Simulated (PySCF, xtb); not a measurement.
Te(F)(iPr) (C3H7FTe), SMILES CC(C)[Te]F.

GFN2-xTB in xtb at its own geometry gives an orbital gap of 3.10 eV and a dipole moment of 3.87 D.

Coordinates come from a PBE0-D3(BJ)/def2-SVP optimisation. This is a generated structure with no PubChem entry under its InChIKey; it may be hypothetical. The def2 effective core potentials stand for the cores of Te; spin–orbit coupling is left out. Other conformers were not sampled.

What does M06-2X/def2-TZVP (PySCF) give? (An estimate is asked for; the answer gives what the named calculation found.)

gap 6.21 eV (levels -7.31 and -1.11 eV), dipole 3.15 D.
